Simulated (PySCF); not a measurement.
C₂H₇FSi₂, SMILES F[SiH2]/C=C/[SiH3].

Geometry optimised at B3LYP-D3(BJ)/def2-SVP. The structure was generated by enumeration; whether it is a known compound was not checked. Other conformers were not sampled.

Method: PySCF 2.14.0 with TDA-PBE/def2-SVPD.

Vertical excitations. 

```
state  energy (eV)  λ (nm)      f                                                                main pairs
-----  -----------  ------  -----  ------------------------------------------------------------------------
S1            5.24     237  0.003                                          HOMO−1→LUMO 75 %, HOMO→LUMO 23 %
S2            5.82     213  0.070                                          HOMO−2→LUMO 80 %, HOMO→LUMO 12 %
S3            6.14     202  0.051                                                          HOMO−3→LUMO 83 %
S4            6.18     200  0.230      HOMO→LUMO 27 %, HOMO−4→LUMO 24 %, HOMO−3→LUMO 16 %, HOMO−2→LUMO 15 %
S5            6.89     180  0.011                    HOMO→LUMO+1 56 %, HOMO−1→LUMO+1 20 %, HOMO−4→LUMO 18 %
S6            6.99     177  0.067   HOMO−1→LUMO+1 37 %, HOMO→LUMO+1 30 %, HOMO→LUMO+2 19 %, HOMO−4→LUMO 6 %
S7            7.05     176  0.016  HOMO→LUMO+2 38 %, HOMO−1→LUMO+1 29 %, HOMO−4→LUMO 14 %, HOMO−5→LUMO 12 %
S8            7.13     174  0.007                                      HOMO−5→LUMO 69 %, HOMO−1→LUMO+2 14 %
S9            7.19     173  0.005                                      HOMO−1→LUMO+2 79 %, HOMO−5→LUMO 14 %
S10           7.45     166  0.067                                        HOMO→LUMO+3 52 %, HOMO→LUMO+2 15 %
T1            4.07     305      0                                          HOMO→LUMO 77 %, HOMO−1→LUMO 18 %
T2            4.63     268      0                                          HOMO−1→LUMO 81 %, HOMO→LUMO 19 %
T3            5.71     217      0                                                          HOMO−2→LUMO 99 %
T4            6.03     206      0                                                          HOMO−3→LUMO 99 %
```
Triplets are in the Tamm–Dancoff approximation.
